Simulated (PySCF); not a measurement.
## ZnH: frontier orbitals

r²SCAN at R = 1.622 Å; Zn aug-pcseg-1, H aug-pcseg-1; no relativity (PySCF 2.14). State: ²Σ⁺ (doublet), unpaired electrons σ ↑. Only the outer orbitals are listed, counted within each symmetry.

```
spin  orbital  occ.  ε (eV)  on Zn (%)           main shells (%)
   α       6σ     1  -12.09         94                   92 Zn d
   α       1δ     1  -11.81        100                  100 Zn d
   α       1δ     1  -11.81        100                  100 Zn d
   α       3π     1  -11.73        100                  100 Zn d
   α       3π     1  -11.73        100                  100 Zn d
   α       7σ     1   -8.54         60           50 Zn s, 40 H s
   α       8σ     1   -4.90         77  42 Zn s, 34 Zn p, 24 H s
   α       4π     0   -1.37         96                   95 Zn p
   α       4π     0   -1.37         96                   95 Zn p
   α       9σ     0    0.98         66           63 Zn s, 34 H s
   β       6σ     1  -11.85         97                   95 Zn d
   β       1δ     1  -11.74        100                  100 Zn d
   β       1δ     1  -11.74        100                  100 Zn d
   β       3π     1  -11.64        100                  100 Zn d
   β       3π     1  -11.64        100                  100 Zn d
   β       7σ     1   -7.84         66           54 Zn s, 33 H s
   β       8σ     0   -2.79         80  47 Zn s, 31 Zn p, 21 H s
   β       4π     0   -0.65         95                   94 Zn p
   β       4π     0   -0.65         95                   94 Zn p
```

Q: Which are the highest filled and the lowest empty level, where do they sit, and how wide is the gap?

A: Highest filled α 8σ at -4.90 eV (in %: 42 Zn s, 34 Zn p, 24 H s); lowest empty β 8σ at -2.79 eV (in %: 47 Zn s, 31 Zn p, 21 H s); the gap at r²SCAN is 2.11 eV.

- bond order (Mayer): 0.83
- ⟨S²⟩: 0.761
- charge on Zn (Mulliken, basis-dependent): 0.07
- charge on Zn (Löwdin, basis-dependent): 0.28
- dipole moment (positive dipole means Zn(−)H(+)): -0.54 D

The state is the lowest determinant that a PBE0 search found; another state may lie lower at other levels.
